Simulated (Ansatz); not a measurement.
`N[Si](O)(Cl)Br` + `CBCOC` → `CO[Si](O)(Cl)Br` + `CBCN`  (redistribution)

Isolated molecules relaxed with PBE0-D4/def2-TZVP in Ansatz; ΔE leaves out vibrations. CCSD(T)/CBS is the MP2 limit (def2-TZVPP, def2-QZVPP) plus CCSD(T) − MP2 in def2-TZVPP, frozen cores. For Br outer-core shells are correlated without core-valence functions, which leaves a few kJ/mol of doubt a bond. Scalar relativity is left out up to krypton. Each species was taken in one conformer, which may not be the lowest.

```csv
level,ΔE (kJ/mol)
CCSD(T)/def2-TZVPP,-38.7
CCSD/CBS(def2),-40.5
```

Q: What does CCSD(T)/CBS give? (Best estimate.)

A: Ansatz gave: -39.8 kJ/mol. The listed levels differ from it by 1.1, -0.7 kJ/mol.

Largest T1 diagnostic among the species: 0.010.
